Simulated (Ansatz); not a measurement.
Steps of a relaxation of `O[SiH2]N[SiH](F)F` with RKS PBE-D4/def2-SVP.

```sh
$ ansatz run in.yaml --threads 4 --pin off --events-out ev --progress --plain --max-ram 10444MiB
```

```yaml
crystal:
  periodic: [false, false, false]
  atoms:
    - {symbol: O, position_ang: [-1.573700, -1.908000, 0.280400]}
    - {symbol: Si, position_ang: [-0.438700, -0.837400, 0.655100]}
    - {symbol: N, position_ang: [-0.366600, 0.170100, -0.640300]}
    - {symbol: Si, position_ang: [0.911000, 1.244700, -0.406600]}
    - {symbol: F, position_ang: [0.503800, 2.310800, 0.767500]}
    - {symbol: F, position_ang: [1.094400, 2.085500, -1.787500]}
    - {symbol: H, position_ang: [-2.444300, -1.473000, 0.048400]}
    - {symbol: H, position_ang: [0.886600, -1.611100, 0.794900]}
    - {symbol: H, position_ang: [-0.819300, -0.119100, 1.907600]}
    - {symbol: H, position_ang: [-0.136200, -0.372900, -1.499000]}
    - {symbol: H, position_ang: [2.208300, 0.537300, -0.112400]}
basis:
  gaussian: {orbitals: def2-SVP}
hamiltonian: {xc: pbe, dispersion: d4}
relax: {f_tol: 0.03, max_steps: 200}
```

Positions (Å) and forces (eV/Å) along the path, 13 of 25 steps:

```xyz
11
step=1 energy=-24783.0993 eV
O    -1.574   -1.908    0.280   -2.912   -1.572   -0.651
Si   -0.439   -0.837    0.655    0.948   -2.062    3.205
N    -0.367    0.170   -0.640    0.133    1.697   -2.901
Si    0.911    1.245   -0.407    1.158    1.829   -0.359
F     0.504    2.311    0.767    0.263   -0.418   -0.224
F     1.094    2.086   -1.788    0.184    0.076    0.009
H    -2.444   -1.473    0.048    1.010   -0.655    0.291
H     0.887   -1.611    0.795   -0.543    0.164    0.209
H    -0.819   -0.119    1.908    0.276    0.337    0.108
H    -0.136   -0.373   -1.499   -0.394    0.191    0.195
H     2.208    0.537   -0.112   -0.122    0.413    0.118
11
step=2 energy=-24783.6903 eV
O    -1.651   -1.993    0.280   -1.134   -0.699   -0.297
Si   -0.482   -0.911    0.663    0.501   -0.807    1.737
N    -0.326    0.183   -0.636    0.448    0.640   -1.275
Si    0.960    1.304   -0.448    0.488    0.942   -0.045
F     0.579    2.349    0.745    0.055   -0.220   -0.154
F     1.124    2.154   -1.826    0.008   -0.055    0.014
H    -2.505   -1.567    0.056    0.203   -0.234    0.076
H     0.782   -1.714    0.909   -0.256    0.002   -0.075
H    -0.775   -0.135    1.918    0.021    0.136   -0.098
H    -0.169   -0.334   -1.523   -0.266    0.153    0.114
H     2.288    0.690   -0.129   -0.067    0.142    0.003
11
step=3 energy=-24783.8858 eV
O    -1.747   -1.975    0.269   -0.020   -0.012    0.152
Si   -0.461   -0.989    0.713   -0.299   -0.152   -0.201
N    -0.145    0.097   -0.631    0.001    0.022   -0.455
Si    0.999    1.380   -0.462   -0.003   -0.419   -0.220
F     0.503    2.350    0.741    0.008    0.090   -0.030
F     1.096    2.210   -1.854   -0.039    0.096    0.000
H    -2.591   -1.524    0.070    0.245   -0.032    0.091
H     0.719   -1.892    0.933   -0.197   -0.165    0.131
H    -0.705   -0.103    1.904    0.023   -0.091    0.021
H    -0.195   -0.390   -1.551    0.111    0.408    0.457
H     2.352    0.863   -0.124    0.172    0.254    0.055
11
step=4 energy=-24783.9729 eV
O    -1.817   -1.965    0.278    0.027    0.096   -0.012
Si   -0.480   -1.036    0.681    0.007   -0.170    0.155
N    -0.046    0.065   -0.621    0.001    0.203    0.310
Si    1.028    1.407   -0.484   -0.090   -0.071    0.145
F     0.436    2.369    0.685    0.058    0.078   -0.020
F     1.073    2.229   -1.887   -0.049   -0.054    0.000
H    -2.657   -1.479    0.191    0.029    0.010   -0.002
H     0.604   -2.052    0.910   -0.110   -0.030    0.030
H    -0.677   -0.174    1.897    0.026   -0.013   -0.018
H    -0.063   -0.387   -1.529    0.023   -0.179   -0.567
H     2.424    1.049   -0.112    0.077    0.130   -0.020
11
step=5 energy=-24784.0130 eV
O    -1.876   -1.912    0.264    0.144    0.259    0.070
Si   -0.462   -1.092    0.688   -0.192   -0.104   -0.151
N     0.056    0.000   -0.610    0.084   -0.062    0.188
Si    1.032    1.427   -0.481   -0.015   -0.137    0.111
F     0.370    2.373    0.667    0.058   -0.028   -0.058
F     1.000    2.220   -1.903   -0.058   -0.075    0.017
H    -2.686   -1.369    0.208    0.176   -0.038   -0.005
H     0.512   -2.215    0.938   -0.107    0.116   -0.057
H    -0.607   -0.214    1.900    0.048   -0.022   -0.007
H     0.008   -0.427   -1.543    0.077    0.051   -0.065
H     2.477    1.236   -0.119   -0.217    0.040   -0.042
11
step=6 energy=-24784.0482 eV
O    -1.912   -1.837    0.266    0.072    0.120    0.078
Si   -0.455   -1.113    0.690   -0.073   -0.055   -0.109
N     0.140   -0.065   -0.599    0.037    0.030    0.079
Si    1.008    1.425   -0.476   -0.044   -0.102    0.051
F     0.308    2.325    0.687    0.022   -0.025   -0.060
F     0.891    2.208   -1.899   -0.019   -0.038    0.035
H    -2.678   -1.239    0.189    0.070    0.000   -0.014
H     0.447   -2.290    0.925   -0.053    0.033   -0.016
H    -0.529   -0.221    1.898    0.012   -0.030    0.005
H     0.145   -0.496   -1.531    0.049    0.019   -0.027
H     2.461    1.327   -0.142   -0.073    0.047   -0.024
11
step=7 energy=-24784.0670 eV
O    -1.968   -1.743    0.326   -0.025    0.106   -0.122
Si   -0.441   -1.160    0.701   -0.086   -0.016    0.093
N     0.206   -0.103   -0.552   -0.017   -0.171    0.021
Si    0.969    1.439   -0.469    0.136    0.072   -0.134
F     0.230    2.367    0.640   -0.104   -0.055    0.064
F     0.805    2.145   -1.929   -0.020   -0.031    0.031
H    -2.631   -1.063    0.105    0.049   -0.038    0.057
H     0.357   -2.419    0.852    0.026    0.033   -0.028
H    -0.421   -0.341    1.959    0.066    0.056   -0.005
H     0.296   -0.553   -1.473   -0.002    0.053    0.002
H     2.425    1.457   -0.152   -0.024   -0.008    0.022
11
step=8 energy=-24784.0832 eV
O    -2.012   -1.629    0.315   -0.073    0.432   -0.030
Si   -0.427   -1.194    0.692   -0.131    0.098    0.018
N     0.314   -0.182   -0.545    0.140    0.041   -0.102
Si    0.941    1.430   -0.467   -0.051   -0.037   -0.036
F     0.087    2.283    0.630    0.052   -0.144   -0.071
F     0.717    2.112   -1.933    0.056   -0.044    0.113
H    -2.626   -0.875    0.156    0.374   -0.393    0.113
H     0.287   -2.514    0.809   -0.114    0.131   -0.020
H    -0.303   -0.354    1.938   -0.039   -0.125   -0.039
H     0.457   -0.630   -1.462   -0.038    0.048    0.088
H     2.392    1.581   -0.125   -0.176   -0.008   -0.034
11
step=10 energy=-24784.1055 eV
O    -2.011   -1.535    0.314    0.168    0.040    0.047
Si   -0.404   -1.195    0.680   -0.170   -0.109   -0.038
N     0.394   -0.229   -0.559    0.109    0.143   -0.005
Si    0.919    1.416   -0.476   -0.088   -0.005   -0.025
F    -0.034    2.202    0.593    0.070   -0.119   -0.086
F     0.710    2.092   -1.947    0.026   -0.053    0.092
H    -2.583   -0.751    0.234   -0.017    0.017    0.001
H     0.217   -2.559    0.771   -0.017    0.112   -0.022
H    -0.248   -0.405    1.950    0.027   -0.018   -0.043
H     0.530   -0.676   -1.476   -0.022    0.015    0.093
H     2.336    1.667   -0.078   -0.086   -0.023   -0.014
11
step=11 energy=-24784.1153 eV
O    -2.024   -1.436    0.335    0.060    0.229    0.029
Si   -0.390   -1.205    0.666   -0.110   -0.070    0.014
N     0.459   -0.266   -0.557    0.004   -0.011   -0.033
Si    0.884    1.400   -0.477   -0.011    0.129    0.002
F    -0.164    2.134    0.541    0.083   -0.106   -0.093
F     0.708    2.051   -1.962    0.014   -0.017    0.054
H    -2.548   -0.610    0.289    0.119   -0.196    0.020
H     0.173   -2.593    0.704   -0.051    0.049   -0.017
H    -0.151   -0.456    1.948   -0.027   -0.026   -0.018
H     0.616   -0.723   -1.465   -0.008    0.028    0.056
H     2.263    1.732   -0.014   -0.074   -0.010   -0.014
11
step=12 energy=-24784.1202 eV
O    -2.023   -1.366    0.352    0.074    0.189    0.025
Si   -0.375   -1.217    0.660   -0.140   -0.026   -0.020
N     0.502   -0.288   -0.554    0.003    0.011    0.020
Si    0.864    1.395   -0.483   -0.041    0.083    0.045
F    -0.253    2.093    0.490    0.115   -0.110   -0.107
F     0.716    2.024   -1.979    0.014   -0.008    0.039
H    -2.511   -0.518    0.343    0.097   -0.171    0.015
H     0.125   -2.630    0.646   -0.027    0.077    0.009
H    -0.100   -0.501    1.954   -0.009   -0.053   -0.015
H     0.673   -0.751   -1.454    0.001    0.026    0.017
H     2.209    1.786    0.033   -0.087   -0.018   -0.028
11
step=13 energy=-24784.1238 eV
O    -2.024   -1.308    0.358    0.124    0.150    0.040
Si   -0.368   -1.223    0.653   -0.141   -0.026   -0.008
N     0.536   -0.303   -0.549    0.002    0.068    0.054
Si    0.850    1.392   -0.490   -0.098    0.020    0.075
F    -0.322    2.059    0.443    0.141   -0.104   -0.111
F     0.729    2.003   -1.996    0.014   -0.004    0.031
H    -2.487   -0.448    0.395    0.085   -0.137    0.002
H     0.091   -2.648    0.607   -0.031    0.058   -0.016
H    -0.060   -0.559    1.966   -0.022   -0.016   -0.029
H     0.718   -0.768   -1.445    0.005    0.013   -0.005
H     2.162    1.831    0.067   -0.079   -0.022   -0.033
11
step=25 energy=-24784.1372 eV
O    -1.974   -0.942    0.303   -0.001   -0.002   -0.002
Si   -0.361   -1.256    0.630   -0.005   -0.002    0.003
N     0.747   -0.364   -0.427    0.007    0.013   -0.006
Si    0.747    1.350   -0.520    0.000   -0.008    0.001
F    -0.505    1.799    0.443    0.000   -0.002    0.000
F     0.438    1.867   -2.032   -0.001   -0.001    0.000
H    -2.220   -0.014    0.476   -0.001    0.003    0.001
H    -0.144   -2.708    0.350    0.001   -0.001   -0.001
H    -0.027   -0.892    2.048    0.000    0.000    0.003
H     1.163   -0.890   -1.202   -0.001    0.000    0.001
H     1.961    2.076   -0.061    0.001    0.000    0.000
```

It took 57 s on 4 threads of an Arm Neoverse N1 on a shared host, with 0.17 GiB of host memory at the peak.
